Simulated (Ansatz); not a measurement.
C₂H₆SeSi, SMILES `CC([SiH3])=[Se]`. Charge 0, multiplicity 1. The structure was optimised at the PBE0-D4/def2-TZVP level.

```xyz
10

C    -1.418    0.211   -0.190
C    -0.248   -0.574    0.292
Si    1.472    0.137    0.008
Se   -0.415   -2.127    1.112
H    -2.364   -0.286    0.024
H    -1.334    0.383   -1.270
H    -1.417    1.206    0.271
H     2.514   -0.767    0.541
H     1.548    1.470    0.669
H     1.661    0.348   -1.455
```

(1) What is the dipole moment at B3LYP/def2-TZVPP? (Estimate.)

(2) And with PBE, r2SCAN, ωB97M-V? (An estimate is asked.)

(3) Give the Mulliken charges with B3LYP, r2SCAN, ωB97M-V in def2-TZVPP. (Estimate.)

Results:

(1) The calculation gave: 1.95 D, with components (-0.35, 1.68, -0.92) D in this frame, pointing from negative to positive charge.

(2) Computed: PBE 1.91 D, r2SCAN 2.10 D, ωB97M-V 1.91 D.

(3) Ansatz gave: 
| atom | B3LYP | r2SCAN | ωB97M-V |
| --- | --- | --- | --- |
| C1 | -0.22 | -0.11 | -0.27 |
| C2 | -0.12 | -0.13 | -0.18 |
| Si3 | 0.29 | 0.31 | 0.19 |
| Se4 | -0.10 | -0.11 | -0.06 |
| H5 | 0.10 | 0.06 | 0.12 |
| H6 | 0.10 | 0.07 | 0.12 |
| H7 | 0.10 | 0.07 | 0.12 |
| H8 | -0.04 | -0.05 | 0.00 |
| H9 | -0.06 | -0.07 | -0.02 |
| H10 | -0.06 | -0.07 | -0.02 |

B3LYP here is the variant with VWN-RPA as its local correlation; programs differ in this.
